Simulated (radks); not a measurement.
The numbers below are computed, except where a source is named.
How relativity changes the ionisation of the manganese ion Mn3+ ([Ar] 3d4) to Mn4+ ([Ar] 3d3). Spin-unpolarised spherical Kohn-Sham, PBEsol, point nucleus unless stated (finite: rms radius 3.7057 fm), a radial shooting solver on a logarithmic mesh with Libxc functionals. A level marked "c x" has the speed of light scaled by that factor and shares open shells by 2j + 1; other Dirac levels either fill j = l - 1/2 first or share by 2j + 1.

level                               E(Mn3+) (hartree)  E(Mn4+) (hartree)  IE (eV)   HOMO  <r> HOMO (bohr)
non-rel.                                  -1147.36912        -1145.49498   50.998     3d            1.039
scalar-rel.                               -1155.09123        -1153.22726   50.721     3d            1.043
scalar-rel., finite nucleus               -1155.08782        -1153.22385   50.721     3d            1.043
Dirac, 2j+1 shares                        -1155.11112        -1153.24719   50.720  3d5/2            1.044
Dirac, low j first                        -1155.12361        -1153.25780   50.771  3d3/2            1.041
Dirac, 2j+1 shares, finite nucleus        -1155.10771        -1153.24378   50.720  3d5/2            1.044
Dirac, c x 0.75                           -1161.31227        -1159.45625   50.505  3d5/2            1.048
Dirac, c x 10                             -1147.44530        -1145.57126   50.995  3d5/2            1.039
Dirac, c x 100                            -1147.36988        -1145.49574   50.998  3d5/2            1.039

NIST Atomic Spectra Database: 51.2 eV (semi-empirical). The relativistic part of the total energy of Mn3+ is -7.739 hartree (Dirac, 2j+1 shares, finite nucleus), 0.67 % of the non-relativistic value. Spin polarisation and multiplet splitting of open shells are left out at every level.

Beside tabulated values, note that spin-unpolarised runs miss the spin-polarisation part of the exchange energy of open shells.
